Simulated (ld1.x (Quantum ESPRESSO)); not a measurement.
Ranking TM semilocal potentials for V

All share these settings but for the change named:

vanadium, norm-conserving Troullier–Martins (semilocal form), made with ld1.x (Quantum ESPRESSO) 7.5 (LDA (PZ), non-relativistic). Core [Ar], reference 3d3 4s1.75 4p0 (charge +0.25). Waves: 4s (bound): rc 2.50 bohr; 3d (bound): rc 1.60 bohr; 4p (bound, empty): rc 2.55 bohr. Local part: the p channel. Core correction: Bessel-smoothed model core, default radius (core density twice the valence density).

Cutoff: the first of the cutoffs (Ry, on a coarse ladder) from which the occupation-weighted sum of valence levels, in a spherical-Bessel basis at the reference potential, stays within 10 and 1 mRy of its value at 400 Ry; the density cutoff is not measured.

The base gives 80 Ry.

Of 8 variants that were run, those that failed, showed a ghost or another fault, or gave nearly equal values are left out.

In the semilocal form every listed channel keeps its own potential, so the choice of the local channel does not act on these tests. It acts once the file is put into the separable form.

A variant can come out equal or close to the base.

Problem. Rank these variants from softest to hardest (loose cutoff).
A. local potential the d channel
B. wave 3d (bound): rc 1.60 bohr becomes 3d (bound): rc 1.84 bohr
C. all radii but the core radius scaled by about 0.74 (s 1.84, p 1.88, d 1.18 bohr)

Solution. B (70 Ry), A (80 Ry), C (120 Ry).
